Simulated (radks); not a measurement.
All-electron atom: the selenium ion Se24+ in [Ne].

Method: non-relativistic Kohn-Sham, LDA (Slater exchange, Perdew-Wang correlation), spin-polarised, spherical densities, point nucleus; computed with a radial shooting solver on a logarithmic mesh with Libxc functionals.

Energy parts (eV):
| part | energy |
|---|---|
| total | -55134.997 |
| kinetic | 55110.722 |
| electron-nucleus | -117585.139 |
| Hartree | 8724.670 |
| exchange-correlation | -1385.250 |

Orbitals (lengths in bohr, moments of r in powers of bohr; r(max) is where P^2 peaks):
[
 {"orbital": "1s", "occ.": "2", "eigenvalue (eV)": "-13402.02", "<r^4>": "0.00001868", "<r>": "0.04502", "r(max)": "0.02974", "<1/r>": "33.47"},
 {"orbital": "2s", "occ.": "2", "eigenvalue (eV)": "-2615.785", "<r^4>": "0.003433", "<r>": "0.1963", "r(max)": "0.1668", "<1/r>": "7.544"},
 {"orbital": "2p", "occ.": "6", "eigenvalue (eV)": "-2471.396", "<r^4>": "0.002332", "<r>": "0.1689", "r(max)": "0.1318", "<1/r>": "7.510"},
 {"orbital": "3s", "occ.": "0", "eigenvalue (eV)": "-1040.085", "<r^4>": "0.09613", "<r>": "0.4760", "r(max)": "0.4512", "<1/r>": "3.083"},
 {"orbital": "3p", "occ.": "0", "eigenvalue (eV)": "-993.7597", "<r^4>": "0.08761", "<r>": "0.4577", "r(max)": "0.4305", "<1/r>": "3.038"},
 {"orbital": "3d", "occ.": "0", "eigenvalue (eV)": "-929.0037", "<r^4>": "0.05818", "<r>": "0.4046", "r(max)": "0.3438", "<1/r>": "2.909"}
]

The highest occupied level is 2p at -2471.4 eV. The electron density at the nucleus is 2.67e+04 e/bohr^3. Summed over all electrons, <r^2> = 0.3036 bohr^2, which gives a Langevin (diamagnetic) susceptibility term of -0.24 x 10^-6 cm^3/mol. For comparison, the ionisation energy in NIST's Atomic Spectra Database is 2541 eV (semi-empirical). In exact Kohn-Sham theory the highest level is minus the ionisation energy, but local and semilocal functionals leave it too shallow, through self-interaction and a potential that decays too fast; potentials with the right tail come closer.
